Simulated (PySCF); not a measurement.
A PySCF script (with the pyscf-properties extension) for the NMR shieldings of SMILES C([Si@@H](C(=C=C)CC=C)Cl)C, C8H13ClSi, on a GFN2-xTB geometry:

```python
import basis_set_exchange as bse
import numpy as np
from pyscf import gto, dft
from pyscf.prop import nmr

atoms = """
C    -0.648853   -3.298888    0.189392
C    -0.552932   -2.087412   -0.257368
C    -0.433733   -0.877292   -0.717379
C    -1.654829   -0.023366   -1.009207
C    -1.812018    1.006494    0.066087
C    -1.572907    2.293745   -0.101814
Si    1.282560   -0.113732   -0.969237
Cl    1.236486    1.029443   -2.648621
C     1.773460    1.001326    0.496394
C     1.693385    0.278035    1.836701
H    -0.692683   -4.148696   -0.473007
H    -0.692644   -3.513000    1.245355
H    -2.542755   -0.659016   -1.045022
H    -1.527801    0.464813   -1.976893
H    -2.109550    0.622472    1.033966
H    -1.266488    2.692210   -1.055587
H    -1.678708    3.003657    0.701656
H     2.263999   -1.180052   -1.182662
H     2.790006    1.372644    0.352190
H     1.125495    1.879636    0.529898
H     0.680377   -0.071517    2.021527
H     1.981027    0.940893    2.650646
H     2.354353   -0.585412    1.847450
"""
names = dict.fromkeys(["C", "Si", "Cl", "H"], "pcSseg-1")
basis = {el: gto.basis.parse(bse.get_basis(n, elements=[el], fmt="nwchem")) for el, n in names.items()}
mol = gto.M(atom=atoms, basis=basis, charge=0, verbose=0)
mf = dft.RKS(mol, xc="PBE0")
mf.grids.level = 2
mf.grids.alignment = dft.numint.BLKSIZE   # the property module wants whole blocks of grid points
mf.conv_tol = 1e-9
mf.kernel()

calc = nmr.RKS(mf)   # GIAO
C = mf.mo_coeff
Co = C[:, mf.mo_occ > 0]
resp = mf.gen_response(singlet=True, hermi=2)
def vind(x):   # induced exchange potential for any number of trial vectors
    d = np.einsum("pi,xij,qj->xpq", C, 2 * x.reshape(-1, C.shape[1], Co.shape[1]), Co, optimize=True)
    return np.einsum("xpq,pi,qj->xij", resp(d - d.transpose(0, 2, 1)), C, Co, optimize=True).ravel()
mo1, _ = nmr.rhf.solve_mo1(calc, with_cphf=vind)
sigma = calc.kernel(mo1)
for i, s in enumerate(sigma):   # ppm
    print("%2d %-2s %9.2f" % (i, mol.atom_pure_symbol(i), np.trace(s) / 3))
```

Question: Give the expected output.

Answer: 
```
 0 C     114.24
 1 C     -34.19
 2 C      93.03
 3 C     146.18
 4 C      40.66
 5 C      62.04
 6 Si    342.65
 7 Cl    966.22
 8 C     169.19
 9 C     178.68
10 H      26.94
11 H      27.07
12 H      28.78
13 H      28.49
14 H      25.58
15 H      26.05
16 H      26.38
17 H      26.47
18 H      30.65
19 H      30.36
20 H      30.77
21 H      30.53
22 H      30.97
```

These numbers come from an equivalent density-fitted implementation of the same equations, which agrees with the script to about 0.01 ppm for H and up to a few tenths of a ppm for heavy atoms, so last digits may differ.

Question: Turn these shieldings into chemical shifts. Scale: $^{13}$C (σ = 186.93 ppm), $^{29}$Si (σ = 349.16 ppm), $^{1}$H (σ = 31.72 ppm) against TMS; $^{35}$Cl (σ = 949.78 ppm) against HCl (reference shieldings calculated alike).

Answer: Averaging equivalent atoms: C 1: 221.1; C 4: 146.3; C 5: 124.9; C 2: 93.9; C 0: 72.7; C 3: 40.7; C 8: 17.7; C 9: 8.2; Si 6: 6.5; Cl 7: -16; H 14: 6.14; H 15: 5.67; H 16: 5.34; H 17: 5.25; H 10/11: 4.71; H 13: 3.23; H 12: 2.94; H 19: 1.36; H 18: 1.07; H 20/21/22: 0.96 ppm. 

Size and cost of the density-fitted run: 249 basis functions, 120 s wall time on 1 thread of an Intel Xeon Platinum 8259CL, shared host; peak memory 1.2 GiB.
